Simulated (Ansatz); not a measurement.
Program: Ansatz. Geometries: PBE0-D4/def2-TZVP. ΔE: electronic, gas phase. CBS: MP2 limit from def2 TZ/QZ plus the TZ coupled-cluster correction, frozen cores. This one scheme is used for every species, atoms too. No spin–orbit coupling; open shells (•) take unrestricted orbitals. Spin–orbit coupling would lower the free atoms: a little for C, S, Si.

Consider the atomization: `C[SiH](C)[S]`• → 2 C• + 7 H• + S• + Si•.

```tsv
species	SCS-MP2/def2-QZVPP energy (Eh)
`C[SiH](C)[S]`•	-767.06801
C•	-37.76798
H•	-0.49998
S•	-397.64208
Si•	-288.92213
```

**Question.** Work out ΔE.

**Answer.** ΔE = 7 × (-0.49998) + 2 × (-37.76798) + (-397.64208) + (-288.92213) − (-767.06801) = 1.46798 Eh = +921.2 kcal/mol. CCSD(T)/CBS gives +923.8 kcal/mol.

Largest T1 diagnostic among the species: 0.012.

In def2-TZVPP, CCSD(T) changes the Hartree–Fock value by +197.0 kcal/mol (the triples alone add +9.9 kcal/mol) and MP2 by +200.4 kcal/mol; breaking electron pairs costs correlation energy, which Hartree–Fock lacks. The D4 term adds +8.9 kcal/mol with B3LYP and +4.7 kcal/mol with PBE0; it sums over pairs of atoms, weighted by their polarisabilities, and B3LYP, whose exchange is more repulsive, gets the larger term.

B3LYP here is the variant with VWN-RPA as its local correlation; programs differ in this.

For atomizations the MP2-based limit and the directly extrapolated one differ by several kJ/mol either way, and by 10 to 25 for some Ge, Se and Sn compounds, so smaller differences from it don't rank the levels.
